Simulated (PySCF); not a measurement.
Mg(H)(OH) (H2MgO), SMILES [OH][MgH]. The structure is a stationary point at B3LYP-D3(BJ)/def2-TZVPD.

Method: PySCF with B3LYP-D3(BJ)/def2-TZVPD.

Harmonic wavenumbers (cm⁻¹): 114, 114, 336, 336, 769, 1666, 4021. Rotational constants (GHz): 12.66 (linear); symmetry number 1.

Work out the zero-point energy and the ideal-gas rigid-rotor harmonic-oscillator thermochemistry at 298.15 K and 1 atm.

ZPE = ½ Σ hcν = ½ × 7355 cm⁻¹ = 43.99 kJ/mol. H − E(el) = 58.61 kJ/mol. Entropy in J/(mol K): translation 155.46, rotation 59.83, vibration 38.10, total 253.39. G − E(el) = -16.94 kJ/mol. Cp = 61.85 J/(mol K). Modes under 150 cm⁻¹ make the vibrational entropy uncertain.
